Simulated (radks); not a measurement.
Values are calculated unless marked as measured or tabulated.
The mean radii <r> (bohr) of the occupied orbitals of an atom or ion are listed with their occupations. Code: a radial shooting solver on a logarithmic mesh with Libxc functionals. Model: scalar-relativistic Kohn-Sham, PBE, spin-polarised, spherical densities, point nucleus.

| orbital | occ. | <r> |
|---|---|---|
| 1s up | 1 | 0.01604 |
| 1s down | 1 | 0.01604 |
| 2s up | 1 | 0.06758 |
| 2s down | 1 | 0.06758 |
| 2p up | 3 | 0.06144 |
| 2p down | 3 | 0.06144 |
| 3s up | 1 | 0.1745 |
| 3s down | 1 | 0.1745 |
| 3p up | 3 | 0.1765 |
| 3p down | 3 | 0.1765 |
| 3d up | 5 | 0.1599 |
| 3d down | 5 | 0.1599 |
| 4s up | 1 | 0.3842 |
| 4s down | 1 | 0.3842 |
| 4p up | 3 | 0.4100 |
| 4p down | 3 | 0.4100 |
| 4d up | 5 | 0.4310 |
| 4d down | 5 | 0.4310 |
| 5s up | 1 | 0.8535 |
| 5s down | 1 | 0.8535 |
| 4f up | 7 | 0.4539 |
| 4f down | 7 | 0.4539 |
| 5p up | 3 | 0.9772 |
| 5p down | 3 | 0.9769 |
| 5d up | 5 | 1.303 |
| 5d down | 5 | 1.297 |
| 6s up | 1 | 2.251 |
| 6s down | 1 | 2.238 |
| 6p up | 1 | 3.004 |

Name the element and its charge. Open shells, if any, are filled with parallel spins first.

Answer. Z = 82, lead, charge +1: Pb+ in [Hg] 6p1. The 1s radius gives Z: for a bare nucleus <r> = (2 gamma + 1)/(2Z) with gamma = sqrt(1 - (Z/c)^2), 0.01587 bohr for Z = 82, and screening makes it slightly larger (0.01604 here). The occupations add up to 81, and the charge is Z minus that.
